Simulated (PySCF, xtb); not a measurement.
Ni(CO) (CNiO), SMILES [O+]#[C-]->[Ni], multiplicity 1.

GFN2-xTB (xtb 6.7.1) at its own geometry gives an orbital gap of 2.05 eV and a dipole moment of 2.84 D.

The structure is a stationary point at PBE0-D3(BJ)/def2-TZVP. The spin state was assumed, not searched.

### Question
What does M06-2X/def2-TZVPD (PySCF) give? (The exact figures need the calculation; the answer reports its results.)

### Answer
gap 5.96 eV (levels -7.17 and -1.20 eV), dipole 3.14 D.
